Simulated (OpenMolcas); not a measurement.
## Nd2+: CASPT2 settings compared

| Item | Value |
| --- | --- |
| Program | OpenMolcas 26.06 |
| Basis | ANO-R1 [7s5p3d2f] |
| Scalar Hamiltonian | X2C, finite nucleus |
| Active space | 4 electrons in 7 orbitals (4f) |
| State averaging | 2S+1 = 5 even, 35 roots; 2S+1 = 3 even, 106 roots kept (CI in the orbitals of an earlier block); 2S+1 = 1 even, 31 roots kept (CI in the orbitals of an earlier block) |
| Spin-orbit coupling | state interaction with AMFI integrals over the reference wave functions, term energies averaged over their components |

Methods on the same reference wave functions:
A. CASSCF
B. SS-CASPT2, IPEA 0.1 Eh, imaginary shift 0.5 Eh (closed shells correlated: 5s 5p)
C. XMS-CASPT2, IPEA 0.1 Eh, imaginary shift 0.5 Eh (closed shells correlated: 4d 5s 5p)
D. XMS-CASPT2, IPEA 0.75 Eh, real shift 0.1 Eh (closed shells correlated: none)

Energies in cm⁻¹ above 4f⁴ ⁵I₄, the measured ground level; measured values from Ding et al., The Spectrum and Energy Levels of the Low-lying Configurations of Nd III (preprint, 2023).

```json
{"Level": "4f⁴ ⁵I₄", "A": "0.0", "B": "0.0", "C": "0.0", "D": "0.0", "Measured": "0.0"}
{"Level": "4f⁴ ⁵I₅", "A": "1182", "B": "1191", "C": "1197", "D": "1184", "Measured": "1138"}
{"Level": "4f⁴ ⁵I₆", "A": "2509", "B": "2520", "C": "2540", "D": "2510", "Measured": "2388"}
{"Level": "4f⁴ ⁵I₇", "A": "3944", "B": "3960", "C": "3980", "D": "3950", "Measured": "3715"}
{"Level": "4f⁴ ⁵I₈", "A": "5460", "B": "5470", "C": "5490", "D": "5470", "Measured": "5093"}
{"Level": "4f⁴ ⁵F₁", "A": "14426", "B": "13020", "C": "12440", "D": "13730", "Measured": ""}
{"Level": "4f⁴ ⁵F₂", "A": "14843", "B": "13430", "C": "12840", "D": "14150", "Measured": "10774"}
{"Level": "4f⁴ ⁵F₃", "A": "15524", "B": "14110", "C": "13520", "D": "14820", "Measured": "11425"}
{"Level": "4f⁴ ⁵S₂", "A": "16126", "B": "14660", "C": "13870", "D": "15660", "Measured": ""}
{"Level": "4f⁴ ⁵F₄", "A": "16357", "B": "14950", "C": "14360", "D": "15660", "Measured": "12181"}
{"Level": "4f⁴ ³K₆", "A": "17303", "B": "16750", "C": "17080", "D": "17730", "Measured": "14064"}
{"Level": "4f⁴ ⁵F₅", "A": "17455", "B": "16060", "C": "15470", "D": "16760", "Measured": "13210"}
{"Level": "4f⁴ ³K₇", "A": "18439", "B": "17870", "C": "18240", "D": "18880", "Measured": "15154"}
{"Level": "4f⁴ ³K₈", "A": "19815", "B": "19260", "C": "19640", "D": "20260", "Measured": "16459"}
{"Level": "4f⁴ ³H₄ [59 %]", "A": "20160", "B": "18790", "C": "18000", "D": "19850", "Measured": ""}
{"Level": "4f⁴ ⁵G₃ [60 %]", "A": "21512", "B": "19720", "C": "18790", "D": "20810", "Measured": "15350"}
{"Level": "4f⁴ ⁵G₂", "A": "21521", "B": "19490", "C": "18530", "D": "20540", "Measured": ""}
{"Level": "4f⁴ ³H₅ [57 %]", "A": "22041", "B": "20620", "C": "19830", "D": "21680", "Measured": "16622"}
{"Level": "4f⁴ ⁵G₄ [74 %]", "A": "23054", "B": "21210", "C": "20310", "D": "22230", "Measured": "16831"}
{"Level": "4f⁴ ³G₃ [61 %]", "A": "23695", "B": "22160", "C": "21270", "D": "23380", "Measured": ""}
{"Level": "4f⁴ ³L₇", "A": "24227", "B": "23490", "C": "24280", "D": "24910", "Measured": ""}
{"Level": "4f⁴ ⁵G₅ [69 %]", "A": "24581", "B": "22730", "C": "21860", "D": "23750", "Measured": "18313"}
{"Level": "4f⁴ ³D₂ [65 %]", "A": "25266", "B": "23760", "C": "22700", "D": "25340", "Measured": ""}
{"Level": "4f⁴ ³L₈", "A": "25294", "B": "24560", "C": "25360", "D": "25990", "Measured": ""}
```

Deviations, from unrounded energies. A percentage is the sum of absolute deviations over the sum of measured energies, with the sign that they share, or ± where signs differ.

```tsv
Against measurement	Levels	A	B	C	D
mean absolute deviation (cm-1)	15	3400	2500	2200	3100
fine structure of the ground term (%)	4	+6.2	+6.6	+7.0	+6.4
other terms of the ground configuration (%)	11	+31.5	+22.6	+19.7	+28.9
```

C lies closest to measurement on these levels and A furthest from it. The largest miss of C in the table is 4f⁴ ⁵G₅ [69 %], by +3500 cm-1. The ranking rests on the paired levels alone, and a cruder setting can come out closer through cancelling errors.

Among B to D the level of the table that moves most is 4f⁴ ³D₂ [65 %], by 2600 cm-1 (lowest in C, highest in D). Moves below CASPT2's spread within the term are not significant.

The mean deviations of B to D differ by less than CASPT2's widest spread within a term (1000 cm-1), so their order carries little weight.

From A to B the spin-free energies of the other terms of 4f⁴ shown, above ⁵I, scale by factors of 0.89 to 0.97, as is usual when dynamic correlation screens the repulsion within a d or f shell.

The lowest spin-free term lies below A's lowest term by 0.186 hartree in B, 0.418 hartree in C, 0.032 hartree in D.

Term energies are means over components that CASPT2 splits; among the terms shown or strongly mixed into the levels shown the widest spread is 1000 cm-1 (4f⁴ ³H, D). Over all roots computed the reference weight is 0.90 to 0.99 in D; the roots of lowest weight are the least certain, and an intruder state may touch them. High states are left out of the spin-orbit mixing, which shifts the levels that they would mix with. Terms from blocks run as CI alone lack orbitals of their own. The CASPT2 spread within a term exceeds the gap to the next term for 4f⁴ ⁵S and 4f⁴ ⁵F, 4f⁴ ³H and 4f⁴ ⁵G, so the order of their levels is uncertain, and so are names and mixing where such terms share a J (figures for B; the like holds for C, D). Without dynamic correlation excited terms often stand tens of per cent too high (terms of higher spin than the ground term too low), and those without a measured partner can miss by more than the paired ones (holds for A). Some levels mix across a computed gap that differs much from the measured one, so their mixing is not that of the real levels (holds for A). Some terms miss by over 15 % even with CASPT2, which points to a basis or an active space too small for the shells correlated (holds for B; C; D). Measured partners are found by configuration, term and J. A level has none where our copy of the source lacks it or the pairing is in doubt (some pairs that miss far off the trend of their configuration count as doubtful), and it then counts in no deviation. Only configurations of the active space appear. The table leaves out levels that lie high or whose names do not pair safely across all columns.

A share in square brackets marks a mixed level and gives the weight of the term that names it, the lowest over the columns.
